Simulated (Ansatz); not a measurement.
Cost and result for the atomization energy of `C[S][Zn][Br]` (7 atoms, 6 bonds).

Total charge 0; spin multiplicity 1. For Zn the d shell is correlated and the shells below it are frozen. Correlated methods include outer-core shells of Br, which these sets cover unevenly. Scalar relativity is left out up to krypton. All single points use the PBE0-D4/def2-TZVP geometry. It is one conformer, not always the lowest. Program: Ansatz. All runs use 4 threads of a server CPU on a shared host. Times are those of one run each, without the atoms' runs, and a repeat can differ threefold. Electronic energies, without spin–orbit coupling; frozen cores. CCSD(T)/CBS adds CCSD(T) − MP2 in def2-TZVPP to the MP2 limit, and its time is that of the two runs behind it. T1 = 0.012. With those shells the extrapolation isn't a true limit. B3LYP takes the VWN-RPA correlation (the form of Gaussian; ORCA's B3LYP/G). HSE06 is the plane-wave form, built on full-range PBE exchange.

CCSD(T)/CBS is a level of theory with its own doubt, some kJ/mol a heavy atom from the limit and from the frozen cores, so smaller differences don't rank the functionals.

```csv
level,functions,wall time,atomization (kJ/mol),difference from CCSD(T)/CBS,per bond
PBE-D4/def2-TZVPP (with forces),227,11 s,2136.0,20.8,3.5
BHLYP-D4/def2-TZVPP,227,13 s,2036.4,-78.8,-13.1
HSE06-D4/def2-TZVPP,227,13 s,2120.9,5.7,0.9
PBE0-D4/def2-TZVPP,227,14 s,2118.9,3.7,0.6
PBE-QIDH/def2-TZVPP,227,17 s,2115.7,0.5,0.1
r2SCANh-D4/def2-TZVPP,227,17 s,2121.6,6.4,1.1
B3LYP-D4/def2-TZVPP (with forces),227,17 s,2072.3,-42.9,-7.1
B2PLYP/def2-TZVPP,227,18 s,2062.7,-52.5,-8.7
CCSD(T)/def2-SVP,110,20 s,1962.5,-152.7,-25.4
ωB97M-V/def2-TZVPP (with forces),227,33 s,2108.4,-6.8,-1.1
MP2/def2-QZVPP,406,58 s,2134.6,19.4,3.2
CCSD(T)/def2-TZVPP,227,6 min,2039.8,-75.4,-12.6
CCSD(T)/CBS(def2),–,7 min,2115.2,0.0,0.0
```

From BLYP to BHLYP (50 % exact exchange), in def2-TZVPP and without D4, the atomization energy moves by −4.2 kJ/mol: exact exchange takes away binding that semilocal exchange gives to molecules. In def2-TZVPP, CCSD(T) changes the Hartree–Fock value by +487.2 kJ/mol (the triples alone add +34.4 kJ/mol) and MP2 by +536.4 kJ/mol; breaking electron pairs costs correlation energy, which Hartree–Fock lacks. At CCSD(T), def2-SVP lies −152.7 kJ/mol from the extrapolated value and def2-TZVPP −75.4 kJ/mol: correlation converges slowly with the basis, and small sets miss more of it in the bonded molecule than in its fragments.
